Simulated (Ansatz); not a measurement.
Geometry optimisation, UHF/def2-SVP in Ansatz 0.2.0.

Input file:

```yaml
crystal:
  periodic: [false, false, false]
  atoms:
    - { symbol: B, position_ang: [0.4934, -1.638, -0.8427] }
    - { symbol: B, position_ang: [0.6632, 0.0445, -0.7978] }
    - { symbol: F, position_ang: [1.6229, 0.6742, -1.6576] }
    - { symbol: Al, position_ang: [-0.3918, 1.2115, 0.4833] }
    - { symbol: O, position_ang: [-1.718, 0.4001, 1.5473] }
    - { symbol: Cl, position_ang: [-0.1584, 3.4036, 0.5698] }
    - { symbol: H, position_ang: [-0.28627, -0.63875, -0.77388] }
    - { symbol: H, position_ang: [1.1337, -2.2334, -1.5958] }
    - { symbol: H, position_ang: [-1.2216, 0.1971, 2.4344] }
magnetization:
  spin_polarized: true
basis:
  gaussian: { orbitals: def2-SVP }
hamiltonian:
  xc: hf
relax:
  f_tol: 0.02
  max_steps: 50
output:
  orbitals: {}
```

Command:

```bash
$ ansatz run input.yaml --threads 2 --pin off --max-ram 3072MiB --backend cpu --events-out ev --progress --plain --runs-dir out
```

Task: Where does it end, and by what steps?

Result: It converged. After 30 steps the energy has fallen by 5.021 eV; H7 moved furthest, 1.60 Å. Parted: B2–H7 (1.17 → 2.55 Å).

```csv
step,energy less start (eV),largest force component (eV/Å),accepted
0,0.0000,4.812,yes
2,-2.4034,1.363,yes
4,-3.2785,1.835,yes
6,-3.8742,3.569,yes
8,-4.3675,1.288,yes
10,-4.8808,1.040,yes
12,-4.9818,0.396,yes
14,-5.0148,0.086,yes
16,-5.0178,0.047,yes
18,-5.0185,0.064,yes
20,-5.0192,0.040,yes
22,-5.0196,0.048,yes
24,-5.0201,0.044,yes
26,-5.0204,0.038,yes
28,-5.0206,0.031,yes
30,-5.0206,0.016,yes
```

```xyz
9
Properties=species:S:1:pos:R:3
B 0.465 -1.357 -1.253
B 0.767 0.294 -0.962
F 1.597 1.006 -1.717
Al -0.238 1.277 0.700
O -1.267 0.320 1.631
Cl -0.031 3.315 1.234
H -0.454 -1.713 -1.943
H 1.105 -2.216 -0.706
H -1.806 0.494 2.383
```

Whether the end is a true minimum wasn't checked by a vibrational analysis.

Time of the run: 76 s on 2 threads of Arm Neoverse V2, on a shared host, peak memory 0.39 GiB.
